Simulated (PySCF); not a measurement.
C4H5FO. Atoms are numbered in the order given.

```xyz
11

O     -0.2910     2.0249     0.0000
C      0.5524     1.1620     0.0000
C      0.2429    -0.2948     0.0000
F      1.3635    -1.0772     0.0000
C     -0.9650    -0.7931     0.7506
C     -0.9650    -0.7931    -0.7506
H      1.6498     1.3863     0.0000
H     -0.8350    -1.7500     1.2623
H     -1.5574    -0.0378     1.2737
H     -0.8350    -1.7500    -1.2623
H     -1.5574    -0.0378    -1.2737
```
Charge 0, spin multiplicity 1.

Coordinates come from a B3LYP-D3(BJ)/def2-SVP optimisation. The values are those of a single conformer.

All values below come from PySCF with SMD-B3LYP/def2-SVP.

Solvation free energies are E(SMD) − E(gas) at the gas-phase geometry, for 1 M in both phases. In vacuum the dipole moment is 1.55 D.

| solvent | ΔG(solv) (kcal/mol) | its non-electrostatic (CDS) part | dipole (D) |
|---|---|---|---|
| water | -2.2 | 4.1 | 2.08 |
| chloroform | -4.5 | -1.0 | 1.79 |
| ethylethanoate | -4.9 | -1.6 | 1.77 |
